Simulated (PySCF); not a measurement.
V(21+): ionisation energy

V(21+) 1s2 (1S) → V(22+) 1s1 (2S), as a difference of total energies. All numbers are calculated (PySCF 2.14, scalar relativity by spin-free X2C-1e, in an uncontracted even-tempered set (17 s from 20 bohr⁻², ratio 2.2; 7 p from 31 bohr⁻², ratio 2.4; 4 d from 93 bohr⁻², ratio 2.4; 3 f from 140 bohr⁻², ratio 2.4; 3 g from 210 bohr⁻², ratio 2.4)). Correlated levels: nothing frozen; virtual orbitals above 40 to 60 times the deepest correlated orbital energy dropped. The calculations carry no spin-orbit coupling.

```csv
method,ionisation energy (eV)
UHF,6854.5
MP2 (all electrons),6855.8
SCS-MP2 (all electrons),6856.0
CCSD (all electrons),6855.8
```

With two correlated electrons CCSD is exact in that space.

For comparison: 6851.3 eV (theoretical estimate listed by NIST; NIST Atomic Spectra Database, ionization energies).
